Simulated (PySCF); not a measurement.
**CBr4: core ionisation energies**

Species: CBr4.
Geometry (PBE0-D3(BJ)/def2-SVP, Å), atoms numbered from 1 in this order:
```xyz
5
CBr4 angstrom
Br    -0.0759   -0.9754   -1.6930
C      0.0153   -0.0221   -0.0123
Br     1.8151    0.6324    0.2610
Br    -0.4642   -1.2154    1.4329
Br    -1.2155    1.4700   -0.0506
```

Level of theory: delta-SCF UKS SCAN, pcX-2 on the ionised atom, pcseg-1 elsewhere, spin-free X2C (PySCF). Each binding energy is the total energy of the core-ionised species, with the hole localised on one atom, minus that of the ground state; both are solved self-consistently, so orbital relaxation is included.

Question: List the computed XPS lines with their assignment.

Answer: 
```json
{"atom(s)": "C2", "environment": "sp3 C–Br carbon", "level": "C 1s", "binding energy (eV)": "295.19", "count": "1"}
```

Question: Which photon energy gives electrons from C 1s of C2 a kinetic energy of 20 eV, and what is their de Broglie wavelength?

Answer: hν = 295.19 + 20 = 315.19 eV, recoil neglected; λ = 12.264 Å/√(E/eV) = 2.74 Å.

Question: Give the binding energy of C 1s of C2 in hartree and in kJ/mol.

Answer: 295.19 eV = 10.8480 Eh = 28482 kJ/mol.

No level of bromine is listed. Isolated species at its PBE0-D3(BJ)/def2-SVP geometry, gas phase.
